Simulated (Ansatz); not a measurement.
Total energies of Cd12H32S12 from Ansatz at PBE0-D4/def2-TZVP, gas phase (1 Eh = 27.2114 eV = 2625.5 kJ/mol). The reference geometry is relaxed at PBE-D4/def2-SVP, loosely relaxed.

```xyz
56

Cd   -2.981    3.071    1.600
Cd   -0.237    5.059   -2.087
Cd    5.431    0.903    0.906
Cd   -2.120   -1.291    3.957
Cd    4.503   -0.442    3.800
Cd    0.510    1.506    1.616
Cd   -1.620    0.669   -1.975
Cd    2.018   -0.274   -1.641
Cd    0.028   -2.805    0.231
Cd   -4.268   -1.547   -0.124
Cd    4.095   -3.225    1.688
Cd   -0.483   -3.292   -3.112
S    -0.577    3.570    0.455
S    -1.647    1.194    3.126
S    -3.485    1.080   -0.073
S     2.906    1.398    2.296
S     2.728    2.318   -1.573
S     3.947   -1.198   -0.235
S     0.713   -1.387    4.052
S    -2.299   -2.358    1.551
S     1.487   -3.942    1.966
S    -0.014   -0.259   -0.109
S     1.305   -1.380   -3.790
S    -2.614   -1.784   -2.200
H    -4.014    4.232    2.278
H    -3.181    4.353   -2.318
H     0.678    3.804   -2.831
H    -1.014    6.489   -1.620
H     5.831    0.003    2.421
H     5.836    2.023   -0.301
H    -2.907   -1.761    5.387
H     4.617    0.079    5.422
H    -1.250    1.723   -3.261
H    -2.124   -0.836   -5.756
H    -5.887   -2.030    0.048
H    -6.153   -0.502   -3.476
H     3.837   -1.984    3.023
H     5.154   -4.436    1.124
H     0.031   -3.736   -1.320
H    -0.935   -4.405   -4.329
H    -0.201    4.578    1.293
H    -2.942    3.672   -2.587
H    -1.389    1.847    4.293
H    -4.525    1.626   -0.766
H     3.096    2.596    2.914
H     3.518    2.365   -2.683
H     1.641    2.993   -2.220
H     4.778   -1.668   -1.207
H     0.908   -1.263    5.397
H     0.954   -2.740    4.032
H    -2.818   -3.563    1.923
H     1.519   -5.149    1.333
H    -1.882   -1.566   -5.754
H     0.393   -0.413   -4.107
H    -5.451   -0.189   -3.402
H    -3.446   -1.727   -3.271
```

```csv
state,geometry,energy (Eh)
charge 0 singlet,reference,-6809.53582
charge 1 doublet,reference,-6809.23391
charge -1 doublet,reference,-6809.57795
free Cd atom (singlet),–,-167.77479
free S atom (triplet),–,-397.97371
free H atom (doublet),–,-0.50104
```

In the def2 sets Cd takes a core potential; there is no spin–orbit coupling. Single mean-field runs in def2-TZVP are fitted with def2-universal-jkfit.

(1) Work out the vertical ionisation energy to the doublet.

(2) Work out the vertical electron affinity, to the doublet.

(3) Give the fundamental gap IE − EA, the Mulliken electronegativity (IE + EA)/2 and the hardness (IE − EA)/2.

(4) What is the binding energy per atom against free atoms?

(1) E(charge 1 doublet) − E(charge 0 singlet) = -6809.23391 − (-6809.53582) = 0.30191 Eh = 8.22 eV. For comparison, −ε of the highest occupied level is 7.22 eV at this level, 1.00 eV less.

(2) E(charge 0 singlet) − E(charge -1 doublet) = -6809.53582 − (-6809.57795) = 0.04213 Eh = 1.15 eV. The basis lacks diffuse functions, which makes affinities too small.

(3) From the values in Eh: IE − EA = 0.30191 − 0.04213 = 0.25978 Eh = 7.07 eV; (IE + EA)/2 = 4.68 eV; (IE − EA)/2 = 3.53 eV. The HOMO–LUMO gap of the same run is 5.25 eV, 1.82 eV smaller than the fundamental gap.

(4) Atoms: 12 × (-167.77479) + 12 × (-397.97371) + 32 × (-0.50104) = -6805.01528 Eh. Binding: -6805.01528 − (-6809.53582) = 4.52054 Eh = 123.01 eV, or 2.20 eV for each of 56 atoms (no zero-point energy, no counterpoise term).

The geometry of the charge 0 singlet is only loosely relaxed. The geometry of the charge 1 doublet is only loosely relaxed. The geometry of the charge -1 doublet is only loosely relaxed.
